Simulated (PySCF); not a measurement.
Candidates: ScF₃, ScCl₃, ScI₃. Level: PBE0 in the def2-SVP basis family, computed in PySCF with density fitting; scalar-relativistic core potentials for atoms from Rb on, none lighter, no spin–orbit coupling; open shells unrestricted.

One of them gave a singlet of D3h symmetry with wavenumbers 50, 168 (×2), 665, 775 (×2) cm⁻¹ and a HOMO–LUMO gap of 8.51 eV.

Question: Which molecule is it?
A. ScI₃
B. ScF₃
C. ScCl₃

Answer: B. That is ScF₃, with Sc–F 1.822 Å (×3). The others give ScCl₃ 2.262 Å and 490 cm⁻¹ for the highest mode; ScI₃ 2.633 Å and 335 cm⁻¹ for the highest mode.

Only the bonding shown was studied: isomers, or loss of a ligand pair, can lie lower.
